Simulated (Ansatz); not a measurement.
One change: `C=[CH][Sn]([F])([F])[F]` becomes `N#[C][Sn]([F])([F])[F]`.

Ansatz, PBE0-D4/def2-TZVP geometries, multiplicity 1. Each molecule was computed in one conformer, which needn't be the lowest.

Elements past krypton have def2 core potentials.

```json
{"property": "LUMO energy (PBE0/def2-TZVPP) / eV", "`C=[CH][Sn]([F])([F])[F]`": "-1.80"}
{"property": "ideal-gas entropy at 298 K and 1 bar (rigid rotor, harmonic PBE0-D4/def2-TZVP) / J/(mol·K)", "`C=[CH][Sn]([F])([F])[F]`": "386"}
{"property": "size of the dipole moment (ωB97M-V/def2-TZVPP) / D", "`C=[CH][Sn]([F])([F])[F]`": "4.88"}
{"property": "size of the dipole moment (B3LYP/def2-TZVPP) / D", "`C=[CH][Sn]([F])([F])[F]`": "4.94"}
{"property": "size of the dipole moment (PBE/def2-TZVPP) / D", "`C=[CH][Sn]([F])([F])[F]`": "4.74"}
{"property": "LUMO energy (B3LYP/def2-TZVPP) / eV", "`C=[CH][Sn]([F])([F])[F]`": "-2.18"}
```

(1) What does the change do to each property? (Estimate.)

Results:

(1) Ansatz gave: 
```
                                                                                  property  `N#[C][Sn]([F])([F])[F]`  shift
                                                        LUMO energy (PBE0/def2-TZVPP) / eV                     -3.08  -1.28
ideal-gas entropy at 298 K and 1 bar (rigid rotor, harmonic PBE0-D4/def2-TZVP) / J/(mol·K)                       364    -22
                                        size of the dipole moment (ωB97M-V/def2-TZVPP) / D                      0.42  -4.46
                                          size of the dipole moment (B3LYP/def2-TZVPP) / D                      0.39  -4.55
                                            size of the dipole moment (PBE/def2-TZVPP) / D                      0.42  -4.32
                                                       LUMO energy (B3LYP/def2-TZVPP) / eV                     -3.48  -1.30
```

With PBE0 the HOMO falls by 1.83 eV and the LUMO falls by 1.28 eV, so the gap widens by about 0.55 eV. PBE moves the HOMO by -1.32 eV and ωB97M-V by -1.91 eV. The zero-point energy changes by -89.7 kJ/mol with -9 modes. Dipoles are sizes alone; their direction can turn. Modes under 60 cm⁻¹, often nearly free rotors, make the harmonic entropy too high.

B3LYP here is the variant with VWN-RPA as its local correlation; programs differ in this.
